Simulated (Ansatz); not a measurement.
Basis sets compared for (F2B-mu-H)2 (B₂H₂F₄). Total charge 0; singlet. Geometry PBE0-D4/def2-SVP. Ansatz on 4 threads of Arm Neoverse V2 on a shared host; times are rough, and most runs start from earlier orbitals.

Cartesian coordinates in Å:
```
B 0.1797 0.3339 0.8176
F -0.7198 0.2142 1.7886
F 1.3412 0.9406 1.0391
H 0.4135 -0.8914 0.2732
B -0.1797 -0.3339 -0.8176
F -1.3412 -0.9406 -1.0391
F 0.7198 -0.2142 -1.7886
H -0.4135 0.8914 -0.2732
```

Binding counts from free atoms (B doublet, F doublet, H doublet) in the same basis, without a counterpoise term.

```csv
level,functions,energy (Eh),HOMO (eV),LUMO (eV),binding per atom (eV),wall time
PBE-D4/def2-SVP,94,-449.6865,-8.58,-0.31,4.65,0.65 s
PBE-D4/def2-TZVP (with forces),198,-450.2266,-8.78,-0.97,4.53,1.4 s
r2SCAN-D4/def2-TZVP,198,-450.4931,-9.21,-0.48,4.45,2.3 s
PBE0-D4/def2-SVP,94,-449.6976,-10.34,0.61,4.50,0.65 s
PBE0-D4/def2-TZVP,198,-450.2366,-10.44,-0.16,4.40,1.6 s
```

**Question.** Estimate the rows for PBE-D4/def2-TZVPD, r2SCAN-D4/def2-TZVPD, PBE0-D4/def2-TZVPD.

**Answer.** 
| level | functions | energy (Eh) | HOMO (eV) | LUMO (eV) | binding per atom (eV) | wall time |
| --- | --- | --- | --- | --- | --- | --- |
| PBE-D4/def2-TZVPD | 252 | -450.2285 | -8.82 | -1.30 | 4.51 | 2.2 s |
| r2SCAN-D4/def2-TZVPD | 252 | -450.4944 | -9.23 | -0.76 | 4.45 | 4.2 s |
| PBE0-D4/def2-TZVPD | 252 | -450.2380 | -10.47 | -0.62 | 4.39 | 2.9 s |
